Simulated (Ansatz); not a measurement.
Species: H3AlBr2Si, SMILES `[SiH3][Al]([Br])[Br]` (charge 0, multiplicity 1).

Q: Give a relaxed geometry from PBE0-D3(BJ)/def2-TZVP run with Ansatz (a quantum-chemistry and plane-wave program).

A: the end point of this relaxation (outside a Z-matrix the atoms follow the SMILES, hydrogens last).
Z-matrix (Å, degrees):
```
Si
H 1 1.4862
H 1 1.4880 2 109.19
H 1 1.4882 2 109.09 3 -118.30
Al 1 2.4340 2 111.16 4 -120.69
Br 5 2.2507 1 122.29 2 2.92
Br 5 2.2515 6 117.23 1 -179.82
```
